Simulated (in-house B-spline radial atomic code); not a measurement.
Computed with a B-spline radial atomic code. Model: two electrons, singlet ground state, non-relativistic, full CI in B-splines with partial waves to l = 8 (at full coupling up to 3e-4 hartree above the limit, correlation up to 0.6 % small), density held at that of full coupling by Lieb maximisation.

Along the adiabatic connection the electron repulsion is scaled by a coupling λ while a local potential keeps the density fixed. At λ = 0 the system is the Kohn-Sham one and W equals the exchange energy; the exchange-correlation energy is the area under W between 0 and 1. The kinetic energy rises with λ as the electrons avoid each other, with dT/dλ = −λ dW/dλ.

Command:
```bash
python run_ac.py task.json out
```
Settings (lengths in bohr, energies in hartree):
```
potential              ball
strength               1
lmax                   8
wall_radius            22.3
```

Run time, properties included: 7.1 s on 1 thread of Intel(R) Xeon(R) Processor @ 2.30GHz (shared host).

**W = mean repulsion less Hartree energy, and W of three functionals.**

Given: confinement empty hard sphere; hard wall radius 22.3 bohr; external potential zero inside.

Computed: LDA exchange minus exact 6.2963 millihartree; PBE exchange minus exact -0.18751 millihartree.

| coupling | W xc (hartree) | W xc minus exchange (millihartree) | kinetic minus Kohn-Sham (millihartree) | LDA (PW92) W minus its exchange (millihartree) | PBE W minus its exchange (millihartree) | SCAN W minus its exchange (millihartree) |
| --- | --- | --- | --- | --- | --- | --- |
| 0 | -0.066839 | 0 | 0 | 0 | 0 | 0 |
| 0.02 | -0.06954 | -2.7 | 0.03 | -6.08 | -3.66 | -1.8 |
| 0.05 | -0.072806 | -5.967 | 0.14 | -10.8 | -7.18 | -4.08 |
| 0.12 | -0.07791 | -11.07 | 0.56 | -17.37 | -12.48 | -8.15 |
| 0.25 | ? | ? | ? | ? | ? | ? |
| 0.4 | -0.08537 | -18.53 | 2.24 | -28.51 | -22.13 | -16.45 |
| 0.6 | -0.087253 | -20.414 | 3.17 | -32.21 | -25.46 | -19.23 |
| 0.8 | -0.088374 | -21.535 | 3.94 | -34.69 | -27.72 | -20.97 |
| 1 | -0.089137 | -22.298 | 4.63 | -36.52 | -29.4 | -22.14 |
| 1.4 | ? | ? | ? | ? | ? | ? |
| 2 | -0.091042 | -24.203 | 7.32 | -41.59 | -34.08 | -24.81 |
| 3 | -0.091909 | -25.069 | 9.45 | -44.1 | -36.42 | -25.78 |
| 4.5 | -0.092642 | -25.802 | 12.15 | -46.28 | -38.47 | -26.43 |
| 7 | -0.093319 | -26.48 | 15.96 | -48.31 | -40.37 | -26.9 |
| 10 | -0.093789 | -26.95 | 19.89 | -49.7 | -41.67 | -27.16 |

Problem. What belongs in the row 0.25?

Solution. W xc (hartree): -0.082712; W xc minus exchange (millihartree): -15.873; kinetic minus Kohn-Sham (millihartree): 1.4; LDA (PW92) W minus its exchange (millihartree): -24.07; PBE W minus its exchange (millihartree): -18.21; SCAN W minus its exchange (millihartree): -13.03.

Problem. What belongs in the row 1.4?

Solution. W xc (hartree): -0.09014; W xc minus exchange (millihartree): -23.3; kinetic minus Kohn-Sham (millihartree): 5.81; LDA (PW92) W minus its exchange (millihartree): -39.1; PBE W minus its exchange (millihartree): -31.78; SCAN W minus its exchange (millihartree): -23.62.

Problem. What is the SCAN exchange minus exact?

Solution. -3.6225 millihartree.

**Energy parts, natural occupations and partial-wave weights.**

Computed: total energy 0.0743 hartree; exchange energy -0.066839 hartree; correlation energy -0.017671 hartree; kinetic part over minus potential part 0.20749; Hartree energy 0.13368 hartree; Lieb Oxford ratio E_xc over LDA exchange 1.3959.

```tsv
natural	occupation of the shell (electrons)
s	1.3952
p	0.59028
d	?
s	0.0038906
p	4.4299e-05
f	2.9316e-06
```

Problem. What belongs in the row d?

Solution. occupation of the shell (electrons): 0.010617.

| wave | weight |
| --- | --- |
| s | 0.69953 |
| p | 0.29516 |
| d | ? |
| f | 1.5477e-06 |
| g | 8.7811e-08 |

Problem. What belongs in the row d?

Solution. weight: 0.0053087.

Problem. What is the Kohn-Sham kinetic?

Solution. 0.025114 hartree.

Problem. What is the kinetic part of the DFT correlation energy?

Solution. 0.0046265 hartree.

Half-way to full coupling W has made 87 % of its drop, against 50 % for a straight line, and second-order (GL2) theory, half the initial slope, overshoots the correlation energy by about 312 %: correlation is strong. Over couplings 0 to 1 the errors in E_xc come to about -4.0 millihartree for LDA, -4.3 millihartree for PBE, -2.1 millihartree for SCAN, so SCAN is nearest. In LDA and SCAN the errors of exchange and correlation have opposite signs, so the sum is smaller than the larger of the two.
